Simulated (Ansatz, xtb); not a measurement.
C3H6B2O2: 3 structures ranked

3 gas-phase structures of C3H6B2O2, from a drawn sample of its isomers (lower ones may exist). Each was relaxed with GFN2-xTB; where two conformers were screened, the lower at r2SCAN-D4/def2-SVP is listed:

A. `BO[C@@H]1BOC=C1`, a singlet
B. `BO[C@@H]1C=CBO1`, a singlet
C. `C#CBOBOC`, a singlet

Make a reasoned guess at their ranking by r2SCAN-D4/def2-SVP single-point energy.

Calculated order at r2SCAN-D4/def2-SVP: C (0.0), B (5.9), A (19.3) kcal/mol.

Energies above the lowest of each column, in kcal/mol; the last columns are at B3LYP/def2-SVP geometries:

| structure | GFN2-xTB | HF/STO-3G | r2SCAN-D4/def2-SVP | B3LYP/def2-SVP | CCSD(T)/def2-SVP + ΔMP2/def2-TZVPP |
| --- | --- | --- | --- | --- | --- |
| C | 2.5 | 2.9 | 0.0 | 0.0 | 0.0 |
| B | 0.0 | 0.0 | 5.9 | 11.5 | 8.5 |
| A | 3.7 | 10.0 | 19.3 | 23.9 | 22.2 |

CCSD(T)/def2-SVP + ΔMP2/def2-TZVPP puts C lowest; GFN2-xTB picks B, HF/STO-3G picks B. Flexible structures stand in one conformer each, not always the lowest. ΔMP2 is the change of the MP2 energy from the smaller to the larger basis.

Programs: Ansatz 0.2.0, xtb 6.7.1.
